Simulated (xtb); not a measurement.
Input file for xtb: GFN2-xTB on ethylmethylamine (SMILES CCNC), a point of a torsion scan.

```
$ xtb mol.xyz --gfn 2 --opt vtight --chrg 0 --uhf 0 --input xcontrol
13

C      1.73689069     0.55753124    -0.03723714
C      0.52582216    -0.24342222     0.40182712
N     -0.56021836     0.09771467    -0.46905514
C     -0.16908671     0.46847681    -1.79418608
H      2.64946204    -0.06995169    -0.13537051
H      1.96573602     1.39618433     0.63403431
H      1.57515456     0.99034675    -1.05652705
H      0.77982605    -1.31737086     0.40977046
H      0.20911358     0.04735887     1.43332949
H     -1.30796072     0.66438170    -0.04651636
H      0.71902615     1.11517583    -1.85348193
H     -0.04315549    -0.45887972    -2.37619424
H     -1.01112881     1.02835325    -2.25151459
$constrain
  force constant=1.0
  dihedral: 1,2,3,4,30.0
$end
```

Program output:

```
[...]
           -------------------------------------------------
          |                Calculation Setup                |
           -------------------------------------------------



           -------------------------------------------------
          |                 G F N 2 - x T B                 |
           -------------------------------------------------

        Reference                      10.1021/acs.jctc.8b01176
      * Hamiltonian:
        H0-scaling (s, p, d)           1.850000    2.230000    2.230000
        zeta-weighting                 0.500000
      * Dispersion:
        s8                             2.700000
        a1                             0.520000
        a2                             5.000000
        s9                             5.000000
      * Repulsion:
        kExp                           1.500000    1.000000
        rExp                           1.000000
      * Coulomb:
        alpha                          2.000000
        third order                    shell-resolved
        anisotropic                    true
        a3                             3.000000
        a5                             4.000000
        cn-shift                       1.200000
        cn-exp                         4.000000
        max-rad                        5.000000


          ...................................................
          :                      SETUP                      :
          :.................................................:
          :  # basis functions                  25          :
          :  # atomic orbitals                  25          :
          :  # shells                           17          :
          :  # electrons                        26          :
          :  max. iterations                   250          :
          :  Hamiltonian                  GFN2-xTB          :
          :  restarted?                      false          :
          :  GBSA solvation                  false          :
          :  PC potential                    false          :
          :  electronic temp.          300.0000000     K    :
          :  accuracy                    1.0000000          :
          :  -> integral cutoff          0.2500000E+02      :
          :  -> integral neglect         0.1000000E-07      :
          :  -> SCF convergence          0.1000000E-05 Eh   :
          :  -> wf. convergence          0.1000000E-03 e    :
          :  Broyden damping             0.4000000          :
          :  net charge                          0          :
          :  unpaired electrons                  0          :
          ...................................................

 iter      E             dE          RMSdq      gap      omega  full diag
   1    -14.0234948 -0.140235E+02  0.281E+00    9.58       0.0  T
   2    -14.0452323 -0.217375E-01  0.163E+00    9.71       1.0  T
   3    -14.0461056 -0.873287E-03  0.687E-01    9.66       1.0  T
   4    -14.0462132 -0.107597E-03  0.119E-01    9.55       1.0  T
   5    -14.0462314 -0.182154E-04  0.550E-02    9.55       1.0  T
   6    -14.0462331 -0.168704E-05  0.124E-02    9.56       2.2  T
   7    -14.0462332 -0.125659E-06  0.396E-03    9.56       7.0  T
   8    -14.0462332 -0.115919E-07  0.518E-04    9.56      53.5  T
   9    -14.0462332 -0.380881E-09  0.255E-04    9.56     108.8  T

   *** convergence criteria satisfied after 9 iterations ***

         #    Occupation            Energy/Eh            Energy/eV
      -------------------------------------------------------------
         1        2.0000           -0.6321392             -17.2014
       ...           ...                  ...                  ...
         7        2.0000           -0.4907086             -13.3529
         8        2.0000           -0.4877629             -13.2727
         9        2.0000           -0.4570508             -12.4370
        10        2.0000           -0.4498744             -12.2417
        11        2.0000           -0.4306851             -11.7195
        12        2.0000           -0.4102664             -11.1639
        13        2.0000           -0.3349502              -9.1145 (HOMO)
        14                          0.0163981               0.4462 (LUMO)
        15                          0.0572193               1.5570
        16                          0.0967299               2.6322
        17                          0.1223999               3.3307
        18                          0.1342143               3.6522
       ...                                ...                  ...
        25                          0.5381077              14.6427
      -------------------------------------------------------------
                  HL-Gap            0.3513483 Eh            9.5607 eV
             Fermi-level           -0.1592760 Eh           -4.3341 eV

 SCC (total)                   0 d,  0 h,  0 min,  0.007 sec
 SCC setup                      ...        0 min,  0.000 sec (  2.202%)
 Dispersion   
[...]
          0.009564280110 Eh    ::
         :: -> anisotropic ES          0.005447414355 Eh    ::
         :: -> anisotropic XC          0.012145274544 Eh    ::
         :: -> dispersion             -0.005834891430 Eh    ::
         :: repulsion energy           0.186874638306 Eh    ::
         :: add. restraining           0.000060432040 Eh    ::
         :: total charge              -0.000000000000 e     ::
         :::::::::::::::::::::::::::::::::::::::::::::::::::::

           -------------------------------------------------
          |                Property Printout                |
           -------------------------------------------------

    * Orbital Energies and Occupations

         #    Occupation            Energy/Eh            Energy/eV
      -------------------------------------------------------------
         1        2.0000           -0.6288408             -17.1116
         2        2.0000           -0.6086354             -16.5618
         3        2.0000           -0.5870736             -15.9751
         4        2.0000           -0.5543092             -15.0835
         5        2.0000           -0.5297332             -14.4148
         6        2.0000           -0.5111928             -13.9103
         7        2.0000           -0.4908872             -13.3577
         8        2.0000           -0.4867858             -13.2461
         9        2.0000           -0.4663317             -12.6895
        10        2.0000           -0.4566572             -12.4263
        11        2.0000           -0.4447468             -12.1022
        12        2.0000           -0.4285979             -11.6627
        13        2.0000           -0.3492646              -9.5040 (HOMO)
        14                          0.0472122               1.2847 (LUMO)
        15                          0.0915528               2.4913
        16                          0.1108982               3.0177
        17                          0.1447986               3.9402
        18                          0.1500934               4.0843
        19                          0.1797519               4.8913
        20                          0.1954893               5.3195
        21                          0.2047985               5.5729
        22                          0.2295321               6.2459
        23                          0.2376648               6.4672
        24                          0.2728755               7.4253
        25                          0.3059633               8.3257
      -------------------------------------------------------------
                  HL-Gap            0.3964768 Eh           10.7887 eV
             Fermi-level           -0.1510262 Eh           -4.1096 eV

     #   Z          covCN         q      C6AA      α(0)
     1   6 C        3.749    -0.108    22.621     6.783
     2   6 C        3.735     0.014    20.428     6.450
     3   7 N        2.675    -0.259    26.716     7.677
     4   6 C        3.686    -0.024    21.199     6.591
     5   1 H        0.925     0.033     2.544     2.494
     6   1 H        0.925     0.030     2.581     2.512
     7   1 H        0.925     0.039     2.465     2.455
     8   1 H        0.923     0.031     2.567     2.505
     9   1 H        0.924     0.027     2.624     2.533
    10   1 H        0.860     0.129     1.550     1.951
    11   1 H        0.923     0.013     2.836     2.634
    12   1 H        0.924     0.038     2.482     2.464
    13   1 H        0.925     0.035     2.514     2.480

 Mol. C6AA /au·bohr⁶  :       1094.276733
 Mol. C8AA /au·bohr⁸  :      21808.002407
 Mol. α(0) /au        :         49.528766


Wiberg/Mayer (AO) data.
largest (>0.10) Wiberg bond orders for each atom

 ---------------------------------------------------------------------------
     #   Z sym  total        # sym  WBO       # sym  WBO       # sym  WBO
 ---------------------------------------------------------------------------
     1   6 C    3.997 --     2 C    1.007     6 H    0.988     7 H    0.987
                             5 H    0.986
     2   6 C    3.987 --     3 N    1.012     1 C    1.007     9 H    0.979
                             8 H    0.973
     3   7 N    3.066 --     4 C    1.026     2 C    1.012    10 H    0.963
     4   6 C    3.988 --     3 N    1.026    12 H    0.984    13 H    0.984
                            11 H    0.976
     5   1 H    0.999 --     1 C    0.986
     6   1 H    0.999 --     1 C    0.988
     7   1 H    0.998 --     1 C    0.987
     8   1 H    0.999 --     2 C    0.973
     9   1 H    0.999 --     2 C    0.979
    10   1 H    0.983 --     3 N    0.963
    11   1 H    1.000 --     4 C    0.976
    12   1 H    0.999 --     4 C    0.984
    13   1 H    0.999 --     4 C    0.984
 ---------------------------------------------------------------------------

Topologies differ in total number of bonds
Writing topology from bond orders to xtbtopo.mol

molecular dipole:
                 x           y           z       tot (Debye)
 q only:        0.094       0.124       0.007
   full:        0.262       0.429       0.049       1.285
molecular quadrupole (traceless):
                xx          xy          yy          xz          yz          zz
 q only:       -0.186      -0.763      -0.369      -0.036      -0.261       0.555
  q+dip:       -1.025      -1.654       0.667      -0.540       0.074       0.359
   full:       -0.848      -1.723       0.222      -0.439      -0.227       0.626

           -------------------------------------------------
          |                Geometry Summary                 |
           -------------------------------------------------

      molecular mass/u    :       59.1103777
Note: The following floating-point exceptions are signalling: IEEE_UNDERFLOW_FLAG IEEE_DENORMAL
normal termination of xtb
   center of mass at/Å    :        0.3721345       0.2480569      -0.4995135
  moments of inertia/u·Å² :        0.3764363E+02   0.9131354E+02   0.1155381E+03
rotational constants/cm⁻¹ :        0.4478216E+00   0.1846126E+00   0.1459054E+00

 * 12 selected distances

     #   Z          #   Z                                           value/Å
     1   6 C        2   6 C                                       1.5314658 (max)
     2   6 C        3   7 N                                       1.4593088
     3   7 N        4   6 C                                       1.4496887
     1   6 C        5   1 H                                       1.0871971
     1   6 C        6   1 H                                       1.0892759
     1   6 C        7   1 H                                       1.0859810
     2   6 C        8   1 H                                       1.0988451
     2   6 C        9   1 H                                       1.0912687
     3   7 N       10   1 H                                       1.0163714 (min)
     4   6 C       11   1 H                                       1.0980034
     4   6 C       12   1 H                                       1.0903791
     4   6 C       13   1 H                                       1.0897516

 * 4 distinct bonds (by element types)

   Z      Z             #   av. dist./Å        max./Å        min./Å
   1 H    6 C           8     1.0913378     1.0988451     1.0859810
   6 C    6 C           1     1.5314658     1.5314658     1.5314658
   1 H    7 N           1     1.0163714     1.0163714     1.0163714
   6 C    7 N           2     1.4544988     1.4593088     1.4496887


optimized geometry written to: xtbopt.xyz


           -------------------------------------------------
          | TOTAL ENERGY              -13.916072140717 Eh   |
          | GRADIENT NORM               0.000025948335 Eh/α |
          | HOMO-LUMO GAP              10.788682550554 eV   |
           -------------------------------------------------

------------------------------------------------------------------------
------------------------------------------------------------------------
 total:
 SCF:
 ANC optimizer:
```

The run finished.

Warnings raised: the energy holds the restraint's term.

Cost: roughly 0.24 core-seconds.
